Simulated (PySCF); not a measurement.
Question: Write Cartesian coordinates for `FC(F)[SiH]1CC=CC1` as optimised with PBE0-D3(BJ)/def2-SVP.

Answer: 
```
atom  x, y, z in Å
F1     2.7888   -0.3704    1.2395
C2     2.1177    0.1750    0.1858
F3     2.7861    1.2964   -0.2034
Si4    0.3257    0.6162    0.7094
C5    -0.6621    1.1312   -0.8201
C6    -1.4034   -0.1438   -1.1368
C7    -1.3888   -1.1496   -0.2479
C8    -0.6321   -0.9799    1.0456
H9     2.1674   -0.5499   -0.6497
H10    0.4182    1.5999    1.8254
H11   -1.3597    1.9637   -0.6188
H12   -0.0223    1.4671   -1.6535
H13   -1.9594   -0.2329   -2.0767
H14   -1.9325   -2.0805   -0.4440
H15   -1.3193   -0.8917    1.9060
H16    0.0232   -1.8386    1.2690
```

Orientation and origin are arbitrary. Atoms count from 1 in this order. The 3 C–C bonds span 1.342 Å (C6=C7, drawn double) to 1.509 Å (C5–C6, drawn single), a spread of 0.167 Å. The 3 C–Si bonds span 1.892 Å (Si4–C8, drawn single) to 1.918 Å (C2–Si4, drawn single), a spread of 0.026 Å. The 5-membered ring Si4–C5–C6–C7–C8 has internal angles of 96.3° to 119.3° (sum 537°, against 540° for a flat polygon); it is puckered, 0.08 Å rms from its mean plane, widest ring torsion 14°. Si4 (SiH silicon) has angles from 96.3° to 117.3°.

Bonds between heavy atoms (Å): F1–C2 1.363, C2–F3 1.362, C2–Si4 1.918, Si4–C5 1.892, C5–C6 1.509, C6=C7 1.342, C7–C8 1.508, Si4–C8 1.892.

Computed with PBE0-D3(BJ)/def2-SVP geometry optimisation, gas phase in PySCF.

Point group: Cs (tolerance 0.08 Å). PBE0-D3(BJ)/def2-SVP frequencies: not computed here. The numbers are those of one conformer (F1–C2–Si4–C5 -172°, C2–Si4–C5–C6 99°, Si4–C5–C6–C7 11°, C6–C7–C8–Si4 -11°, C2–Si4–C8–C7 -99°).

On one thread of an x86-64 server, on a shared host, this took 2.2 min wall. This is the geometry optimisation.
